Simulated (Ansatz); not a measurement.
`FC[C]1=[C]([SiH3])[AlH]1` + H₂ → `FC[C]1=[CH][AlH]1` + SiH₄  (hydrogenolysis of a C–Si bond)

Isolated molecules relaxed with PBE0-D4/def2-TZVP in Ansatz; ΔE leaves out vibrations. CCSD(T)/CBS is the MP2 limit (def2-TZVPP, def2-QZVPP) plus CCSD(T) − MP2 in def2-TZVPP, frozen cores. This one scheme is used for every species. One conformer a species, not always the lowest.

`FC[C]1=[C]([SiH3])[AlH]1`:

```xyz
12

F     1.938   -0.404   -0.593
C     1.707    0.283    0.592
C     0.275    0.483    0.860
C    -0.814    0.094    0.118
Si   -0.943   -0.823   -1.494
Al   -1.317    0.996    1.667
H     2.170   -0.289    1.403
H     2.220    1.249    0.522
H    -0.275   -0.079   -2.595
H    -2.379   -0.975   -1.852
H    -0.354   -2.185   -1.389
H    -2.227    1.650    2.761
```

H₂:

Cartesian coordinates in Å:
```
H -0.249 -0.267 -0.077
H 0.249 0.267 0.077
```

`FC[C]1=[CH][AlH]1`:

Z-matrix (Å, degrees):
```
C
C 1 1.474
F 1 1.384 2 112.1
H 1 1.096 2 110.6 3 -119.9
H 1 1.096 2 110.6 3 119.9
Al 2 1.857 1 162.0 3 -0.4
C 2 1.370 1 130.0 3 179.7
H 6 1.568 2 157.9 1 0.1
H 7 1.090 2 127.5 1 -0.0
```

SiH₄:

```xyz
5

Si    0.000    0.000    0.000
H     1.001    0.788    0.761
H    -0.975   -0.604    0.943
H     0.689   -1.076   -0.756
H    -0.715    0.892   -0.948
```

```csv
species,SCS-MP2/def2-QZVPP energy (Eh)
`FC[C]1=[C]([SiH3])[AlH]1`,-748.43336
H₂,-1.17321
`FC[C]1=[CH][AlH]1`,-458.16764
SiH₄,-291.43864
```

Question: Work out ΔE.

Answer: ΔE = (-458.16764) + (-291.43864) − (-748.43336) − (-1.17321) = 0.00029 Eh = +0.8 kJ/mol. CCSD(T)/CBS gives +2.0 kJ/mol.

Largest T1 diagnostic among the species: 0.013.

The D4 term adds +13.7 kJ/mol with B3LYP and +7.6 kJ/mol with PBE0; it sums over pairs of atoms, weighted by their polarisabilities, and B3LYP, whose exchange is more repulsive, gets the larger term. In def2-TZVPP, CCSD(T) changes the Hartree–Fock value by +27.1 kJ/mol (the triples alone add +6.2 kJ/mol) and MP2 by +35.4 kJ/mol. From PBE to PBE0 (25 % exact exchange), in def2-TZVPP and without D4, ΔE moves by −3.8 kJ/mol.

B3LYP here is the variant with VWN-RPA as its local correlation; programs differ in this.
